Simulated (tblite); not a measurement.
`C=C(CN)[S@](=O)[CH]C` [radical] (doublet state). Structure optimised with GFN2-xTB, isolated species. This method treats the open shell by occupation alone, without spin polarisation.

```
atom  x, y, z in Å
C1    -1.7833    0.3754   -0.8668
C2    -0.8703    0.0946    0.0420
C3    -0.5978    0.8514    1.3130
N4    -1.1018    0.1977    2.5037
S5     0.1592   -1.4335   -0.1883
O6     0.3507   -2.0029    1.1506
C7     1.6300   -0.5982   -0.5968
C8     1.8030   -0.0550   -1.9578
H9    -1.9463   -0.2567   -1.7239
H10   -2.4071    1.2531   -0.7952
H11    0.4839    0.9699    1.4327
H12   -1.0542    1.8457    1.2438
H13   -2.0985    0.0267    2.4225
H14   -0.6378   -0.6990    2.6199
H15    2.4908   -0.8416    0.0040
H16    2.3306    0.9004   -1.9207
H17    0.8367    0.0968   -2.4346
H18    2.4034   -0.7185   -2.5890
```

Problem. What is the longest distance between nuclei?

Solution. H13···H18, 6.78 Å; the next longest distance is 6.26 Å.

Problem. How far are the heavy atoms from their best plane (unweighted least squares)?

Solution. 0.676 Å rms; C1 0.87, C2 0.23, C3 0.91, N4 0.54, S5 0.81, O6 0.66, C7 0.54, C8 0.58 Å (magnitudes).

Problem. How far apart are these pairs, which share no bond: C2···N4, C2···O6, C3···O6, N4···H15?

Solution. C2···N4 2.475 Å (2 bonds apart); C2···O6 2.668 Å (2 bonds apart); C3···O6 3.012 Å (3 bonds apart); N4···H15 4.498 Å (5 bonds apart).

Problem. Give the dihedral angles H11–C3–N4–H13, H10–C1–C2–S5, H15–C7–C8–H16, C1–C2–C3–H11.

Solution. H11–C3–N4–H13 -177° (antiperiplanar); H10–C1–C2–S5 -179° (antiperiplanar); H15–C7–C8–H16 -62° (synclinal); C1–C2–C3–H11 -136° (anticlinal). Dihedral signs follow IUPAC: positive where, seen along the central bond, the front bond turns clockwise onto the rear one.

Problem. Where is the centre of mass (commonest isotopes), and what is the radius of gyration?

Solution. Mass 132.048 u; centre at (-0.016, -0.488, 0.158) Å; Rg = √(Σ m r²/M) = 1.988 Å. As Ia + Ib + Ic = 2 Σ m r², the three principal moments sum to 1043.9 u·Å².

Problem. What are the angles C2–C1–H9, C3–C2–S5, C2–C3–N4, C2–S5–O6, C2–S5–C7, C8–C7–H15, S5–C7–H15?

Solution. From the scalar product of the two bond vectors; for C2–C1–H9 it is -0.7503 Å² over 1.3185 × 1.0774 Å², cos θ = -0.5282. C2–C1–H9 121.9°; C3–C2–S5 114.7°; C2–C3–N4 113.9°; C2–S5–O6 106.2°; C2–S5–C7 95.9°; C8–C7–H15 120.2°; S5–C7–H15 115.8°.

Problem. Write the matrix of distances between heavy atoms (Å, lower triangle).

Solution. 
```
C1    0.000
C2    1.318  0.000
C3    2.527  1.504  0.000
N4    3.443  2.475  1.449  0.000
S5    2.740  1.857  2.837  3.391  0.000
O6    3.779  2.668  3.012  2.964  1.467  0.000
C7    3.560  2.672  3.273  4.208  1.740  2.581  0.000
C8    3.773  3.342  4.157  5.330  2.781  3.945  1.476  0.000
```

Its GFN2-xTB frequencies are all real (lowest 29 cm⁻¹).

One conformer stands for the species.

All values are computed, not measured.
